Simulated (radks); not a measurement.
Question: Neutral rhenium, configuration [Xe] 4f14 6s2 5d(up 4.25, down 0.75) (fractional occupations, a model configuration). All-electron calculation, scalar-relativistic Kohn-Sham, LDA (Slater exchange, Perdew-Wang correlation), spin-polarised, spherical densities, finite nucleus; Fermi nuclear charge, rms radius 5.3698 fm. Program: a radial shooting solver on a logarithmic mesh with Libxc functionals. Some entries of the table are withheld. Estimate them.

orbital,occ.,eigenvalue (eV),<r^2> (bohr^2)
1s up,1,-71576.54,0.0004486
1s down,1,-71576.54,0.0004486
2s up,1,-12412.06,0.006885
2s down,1,-12411.90,0.006885
2p up,3,-10839.43,0.005711
2p down,3,-10839.30,0.005711
3s up,1,-2873.035,0.04465
3s down,1,-2872.963,0.04465
3p up,3,-2409.104,0.04545
3p down,3,-2409.027,0.04545
3d up,5,-1881.261,0.03766
3d down,5,-1881.146,0.03766
4s up,1,-598.7531,0.2195
4s down,1,-598.5951,0.2195
4p up,3,-446.4458,0.2501
4p down,3,-446.2862,0.2500
4d up,5,-255.0743,0.2900
4d down,5,-254.8797,0.2897
5s up,1,-85.9224,1.209
5s down,1,-84.5792,1.198
5p up,3,(1),1.661
5p down,3,(2),1.647
4f up,7,-42.5677,0.4218
4f down,7,-42.2186,0.4168
6s up,1,(3),10.24
5d up,4.25,-6.3050,(4)
6s down,1,(5),11.43
5d down,0.75,-4.4701,(6)

Answer: 
(1) 5p up eigenvalue (eV): -47.8395
(2) 5p down eigenvalue (eV): -46.1522
(3) 6s up eigenvalue (eV): -6.5988
(4) 5d up <r^2> (bohr^2): 4.377
(5) 6s down eigenvalue (eV): -5.5220
(6) 5d down <r^2> (bohr^2): 4.874
